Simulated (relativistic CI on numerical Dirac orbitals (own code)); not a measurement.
## d1 to d9 in one tetrahedral field

Computed with a parametric ligand-field model without spin-orbit coupling, by exact diagonalisation: B = 870, C = 3930, 10Dq = -5300 cm⁻¹ (Td; |10Dq|/B = 6.1) for every shell. Energies in cm⁻¹; the field energy is (0.6 n_e − 0.4 n_t2) × 10Dq of the ground term; g labels are left out.

```
Shell  Ground term  Electrons in e  Field energy  First spin-allowed bands  Lowest term of other spin
   d1           2E           1.000         -3180                  2T2 5300                           
   d2          3A2           2.000         -6360        3T2 5300, 3T1 9104                   1E 14076
   d3          4T1           1.891         -3664        4T2 4512, 4A2 9812                   2E 12671
   d4          5T2           2.000         -2120                   5E 5300                  3T1 15973
   d5            ?               ?             ?                         ?                          ?
   d6           5E           3.000         -3180                  5T2 5300                  3T1 16468
   d7          4A2           4.000         -6360        4T2 5300, 4T1 9104                   2E 17291
   d8          3T1           3.891         -3664        3T2 4512, 3A2 9812                  1T2 13377
   d9          2T2           4.000         -2120                   2E 5300
```

Problem. Fill in the row of d5.

Solution. Ground term: 6A1; Electrons in e: 2.000; Field energy: 0; First spin-allowed bands: none; Lowest term of other spin: 4T1 25359. Every shell keeps the spin of the free ion. Tetrahedral fields of 3d complexes are almost always too weak to pair spins. High-spin d^(n+5) repeats the spin-allowed bands of d^n, since the half-filled shell is spherical.
